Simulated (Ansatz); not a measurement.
Calculated with Ansatz (gas phase, PBE0-D4/def2-TZVP geometries, no zero-point term in ΔE). CCSD(T)/CBS adds triple-zeta CCSD(T) − MP2 to the extrapolated MP2 energy (def2 sets, frozen cores). DFT in def2-TZVPP. For Ge outer-core shells are correlated without core-valence functions, which leaves a few kJ/mol of doubt a bond. Scalar relativity is left out up to krypton. One conformer a species, not always the lowest.

`[CH3][GeH2][BH][AlH2]` + CH₃NH₂ → `CN[BH][AlH2]` + `[CH3][GeH3]`  (cleavage of the B–Ge bond)

`[CH3][GeH2][BH][AlH2]`:

Cartesian coordinates in Å:
```
C -0.405 -2.206 0.727
Ge -0.777 -0.448 -0.058
B 0.893 0.670 -0.532
Al 0.921 2.772 -0.469
H 0.257 -2.773 0.071
H -1.332 -2.764 0.864
H 0.079 -2.092 1.697
H -1.779 0.304 0.848
H -1.500 -0.647 -1.416
H 1.836 0.015 -0.885
H 1.380 3.524 0.859
H 0.428 3.647 -1.705
```

CH₃NH₂:

Z-matrix (Å, degrees):
```
C
N 1 1.453
H 1 1.092 2 109.4
H 1 1.100 2 115.4 3 -121.6
H 1 1.092 2 109.4 3 116.8
H 2 1.012 1 110.6 3 62.6
H 2 1.012 1 110.6 3 -179.3
```

`CN[BH][AlH2]`:

```xyz
11

C     1.925    0.101   -0.288
N     0.511    0.316   -0.068
B    -0.478   -0.651    0.053
Al   -2.485    0.000    0.376
H     2.259    0.570   -1.219
H     2.113   -0.971   -0.352
H     2.523    0.512    0.532
H     0.265    1.294   -0.001
H    -0.106   -1.792   -0.039
H    -2.775    1.575    0.470
H    -3.753   -0.954    0.536
```

`[CH3][GeH3]`:

```xyz
8

C     0.365   -0.114    0.963
Ge   -0.323    0.101   -0.852
H     0.150    0.774    1.557
H    -0.099   -0.976    1.444
H     1.445   -0.266    0.942
H    -1.847    0.321   -0.826
H    -0.025   -1.154   -1.692
H     0.334    1.314   -1.535
```

```tsv
level	ΔE (eV)
B2PLYP	-1.66
r2SCAN	-1.61
CCSD/def2-TZVPP	-1.57
CCSD(T)/def2-TZVPP	-1.60
```

Problem. What does CCSD(T)/CBS give? (Best estimate.)

Solution. Computed: -1.57 eV. The listed levels differ from it by -0.09, -0.04, 0.00, -0.03 eV.

Largest T1 diagnostic among the species: 0.014.

In def2-TZVPP, CCSD(T) changes the Hartree–Fock value by −0.05 eV (the triples alone add −0.03 eV) and MP2 by −0.11 eV.
